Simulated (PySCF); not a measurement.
GeFBr, SMILES [F][Ge][Br] (connectivity only; charge and spin as stated), neutral, multiplicity 1.

The structure is a stationary point at PBE0-D3(BJ)/def2-TZVP.

All values below come from M06-2X/def2-TZVPD (PySCF).

The molecule is in vacuum.

Estimate the frontier levels, gap, dipole moment and polarisability. (The exact figures need the calculation; the answer reports its results.)


```yaml
highest_occupied_level: -9.24 eV
lowest_empty_level: -2.11 eV
orbital_gap: 7.13 eV
dipole_moment: 2.22 D
quadrupole, principal values (traceless, Buckingham form, about the centre of nuclear charge): -6.99, 2.52, 4.47 D·Å
mean_static_polarisability: 54.2 bohr³ (8.03 Å³)
polarisability_principal_values: 44.0, 46.1, 72.5 bohr³
```
